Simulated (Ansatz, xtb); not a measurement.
A geometry optimisation of Cl2FHSiSn with r2SCAN-D4/def2-SVP

The starting geometry of this gas-phase triplet was built from a drawn formula by distance geometry and a force field; its bonds are those of `F[Si][SnH]([Cl])[Cl]`.

```xyz
6

Cl   -1.4004    0.9842   -2.9648
Cl    2.1232   -0.3478   -2.0787
F    -1.0259   -3.3265   -2.3584
Si   -1.0220   -2.4205   -0.9100
Sn   -0.0213   -0.1623   -1.2639
H    -0.0670    0.7605    0.1698
```

Task: Where would you expect an optimisation with r2SCAN-D4/def2-SVP to take it?

Result: It keeps its bonds, and is `F[Si][SnH]([Cl])[Cl]`.

The energy falls by 0.22 eV over 6 steps:

```tsv
step	E − E(last) (eV)
1	0.221
2	0.074
3	0.007
4	0.006
5	0.000
6	0.000
```

Final geometry (Å):

```yaml
atoms:
  - { symbol: Cl, position_ang: [-1.2745, 1.0592, -2.9252] }
  - { symbol: Cl, position_ang: [2.1273, -0.2423, -2.1258] }
  - { symbol: F, position_ang: [-1.0655, -3.4434, -2.2888] }
  - { symbol: Si, position_ang: [-1.0548, -2.5138, -0.9446] }
  - { symbol: Sn, position_ang: [-0.0757, -0.1426, -1.2850] }
  - { symbol: H, position_ang: [-0.0700, 0.7705, 0.1636] }
```

From the same start GFN2-xTB ends elsewhere, differing in Sn5–H6 (2.26 against 1.71 Å here).

The end wasn't checked by frequencies. Open shells are spin-unrestricted. The triplet needn't be the ground state. Atoms past krypton carry core potentials, without spin–orbit terms. Run with Ansatz 0.2.0, 49 s on 1 thread of Intel(R) Xeon(R) 6975P-C (Granite Rapids) (shared host).
